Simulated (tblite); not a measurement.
Species: C5H8F3 (doublet state).
Structure used (GFN2-xTB), in Å, numbered top down from 1:
```
atom  x, y, z in Å
C1     2.193   -0.088    0.142
C2     0.880   -0.361   -0.469
C3    -0.374   -0.122    0.286
C4    -1.463   -1.133   -0.088
F5    -2.548   -0.984    0.740
C6    -0.935    1.297    0.024
F7    -1.111    1.510   -1.301
F8    -0.062    2.239    0.448
H9     2.994   -0.518   -0.453
H10    2.244   -0.480    1.159
H11    2.375    0.992    0.216
H12    0.804   -0.507   -1.532
H13   -0.188   -0.175    1.364
H14   -1.815   -0.978   -1.112
H15   -1.101   -2.157    0.039
H16   -1.898    1.473    0.527
```

Computed values, GFN2-xTB/tblite, gas phase, harmonic and unscaled. This tight-binding method is rough: wavenumbers can miss measured ones by several per cent, in bad cases by 10 to 20. One conformer, not necessarily the lowest. Open shells enter through the occupations alone, without spin polarisation, and single modes of such species can be off by tens of per cent.

Harmonic wavenumbers (cm⁻¹): 47.7, 69.4, 87.5, 93.3, 181.9, 205.9, 220.6, 345.6, 387.7, 447.9, 475.2, 530.7, 658.3, 822.7, 952.8, 974.4, 989.6, 1028.4, 1050.1, 1075.1, 1092.5, 1129.6, 1170.2, 1192.4, 1221.3, 1253.9, 1258.8, 1278.4, 1316.9, 1359.2, 1391.3, 1444.0, 1457.1, 1463.7, 2884.6, 2890.8, 2944.7, 2965.2, 2970.0, 2985.2, 3040.4, 3124.7.

A = 2237, B = 1579, C = 1147 MHz; mass 125.058 u (most abundant isotopes); point group C1, symmetry number 1; spin multiplicity 2.

Task: What is the zero-point energy?

Result: ½Σν̃ = 26240 cm⁻¹ = 313.90 kJ/mol.

Task: Entropy at 298.15 K, 1 bar (ideal gas, RRHO, classical rotation)?

Result: Translation 169.08, rotation 120.34, vibration 119.57, spin (R ln 2) 5.76: S = 414.8 J/(mol K).

Task: And Cp and H(298.15 K) − H(0)?

Result: Cp = 143.42 J/(mol K), of which vibrations give 110.16 (their classical limit is 42 R = 349.2); H(298.15 K) − H(0) = 27.80 kJ/mol without the zero-point energy, 17.88 from vibrations.

Task: What must be added to the electronic energy to get the Gibbs energy at 298.15 K and 1 bar?

Result: ZPE + [H(298.15 K) − H(0)] − T·S = 313.90 + 27.80 − 123.66 = 218.04 kJ/mol.

Task: How do the functions run with temperature in this model?

Result: 
```csv
T (K),S (J/(mol K)),Cp (J/(mol K)),H − H(0) (kJ/mol),G − H(0) (kJ/mol),ln q(vib)
100,298.9,79.9,5.68,-24.21,1.98
200,364.4,111.6,15.31,-57.57,4.71
300,415.6,144.0,28.06,-96.63,7.21
500,504.6,207.0,63.42,-188.87,11.86
800,616.4,268.0,135.54,-357.61,18.31
1000,679.2,293.9,191.87,-487.31,22.27
```

q(vib) and H(0) count from the zero-point level.

Task: Blend soft modes into free rotors: weight 1/[1 + (100 cm⁻¹/ν̃)⁴] for the oscillator and the rest for a rotor with moment μB/(μ + B), μ = h/(8π²ν), B = 10⁻⁴⁴ kg m². What vibrational entropy results?

Result: 107.63 J/(mol K) in place of 119.57, which changes −T·S at 298.15 K by +3.56 kJ/mol.

Task: Which modes carry the vibrational entropy at 298.15 K?

Result: 47.7 cm⁻¹: 20.55; 69.4 cm⁻¹: 17.45; 87.5 cm⁻¹: 15.54; 93.3 cm⁻¹: 15.02; 181.9 cm⁻¹: 9.66; 205.9 cm⁻¹: 8.70 J/(mol K); the other 36 give 32.65 together.

Hindered rotation and anharmonicity are outside this model. Other conformers, if any are populated, would add a mixing term that is left out. The structure is chiral; the term R ln 2 for an equal mix with its mirror image is left out.
